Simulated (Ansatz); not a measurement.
Gas-phase electronic energies from Ansatz, PBE0-D4/def2-TZVP geometries. CCSD(T)/CBS is the MP2 limit (def2-TZVPP, def2-QZVPP) plus CCSD(T) − MP2 in def2-TZVPP, frozen cores. Double bonds are as drawn, so ΔE can hold a change between cis and trans. For Br outer-core shells are correlated without core-valence functions, which leaves a few kJ/mol of doubt a bond. Scalar relativity is left out up to krypton. Each species was taken in one conformer, which may not be the lowest.

Reaction (formal exchange of groups at a B–Si bond): `C[SiH2]B(F)F` + `F/C=C(\F)Br` → `FB(F)Br` + `C[SiH2]/C(F)=C\F`

```json
{"species": "`C[SiH2]B(F)F`", "CCSD/CBS(def2) energy (Eh)": "-554.61070"}
{"species": "`F/C=C(\\F)Br`", "CCSD/CBS(def2) energy (Eh)": "-2849.50723"}
{"species": "`FB(F)Br`", "CCSD/CBS(def2) energy (Eh)": "-2797.82590"}
{"species": "`C[SiH2]/C(F)=C\\F`", "CCSD/CBS(def2) energy (Eh)": "-606.35126"}
```

(1) Work out ΔE.

Largest T1 diagnostic among the species: 0.013.

Results:

(1) ΔE = (-2797.82590) + (-606.35126) − (-554.61070) − (-2849.50723) = -0.05923 Eh = -155.5 kJ/mol. CCSD(T)/CBS gives -153.4 kJ/mol.

From PBE to PBE0 (25 % exact exchange), in def2-TZVPP and without D4, ΔE moves by −8.7 kJ/mol. In def2-TZVPP, CCSD(T) changes the Hartree–Fock value by +14.2 kJ/mol (the triples alone add +2.1 kJ/mol) and MP2 by +8.1 kJ/mol.
